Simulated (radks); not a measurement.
Question: Radial electron density D(r) = 4 pi r^2 rho(r) of an atom or ion with 37 electrons. All-electron calculation, Dirac Kohn-Sham, BLYP, spin-unpolarised, spherical densities, finite nucleus; Fermi nuclear charge, rms radius of each element as measured or else 0.836 A^(1/3) + 0.57 fm. Program: a radial shooting solver on a logarithmic mesh with Libxc functionals.

r (bohr)  D(r) (e/bohr)
0.00487           9.165
0.00567           11.55
0.006548          14.25
0.007562          17.40
0.008734          21.00
0.01009           25.00
0.01165           29.30
0.01356           33.99
0.01566           38.30
0.01809           42.18
0.02089           45.27
0.02412           47.24
0.02786           47.84
0.03217           47.04
0.03746           44.99
0.04326           42.52
0.04996           40.48
0.0577            39.84
0.06663           41.31
0.07695           45.00
0.08958           50.38
0.1035            55.12
0.1195            57.49
0.138             56.01
0.1594            50.68
0.184             43.23
0.2143            36.32
0.2474            33.41
0.2858            34.77
0.33              38.53
0.3811            41.30
0.4402            40.20
0.5124            34.17
0.5918            25.72
0.6835            17.50
0.7893            11.66
0.9116            8.734
1.053             7.804
1.216             7.461
1.415             6.642
1.635             5.237
1.888             3.602
2.18              2.196
2.518             1.252
2.908            0.7388
3.385            0.4825
3.91             0.3490
4.515            0.2408
5.214            0.1443
6.022           0.07120
6.955           0.02792
8.096          0.007851
9.35           0.001753
10.8          0.0002825

What is the nuclear charge?

Answer: Z = 38. The innermost maximum, from 1s, lies near gamma/Z bohr with gamma = sqrt(1 - (Z/c)^2) = 0.961, here 0.0253 bohr (found: 0.0276), and its height grows with Z. The density is that of the strontium ion Sr+ in [Kr] 5s1; the configuration itself is not fixed sharply by these data, and Z only to a few units. D(r) has 3 maxima, at r = 0.0276, 0.122, 0.397 bohr, and minima at 0.0563, 0.253 bohr, inside which lie 2.07, 11.07 electrons.
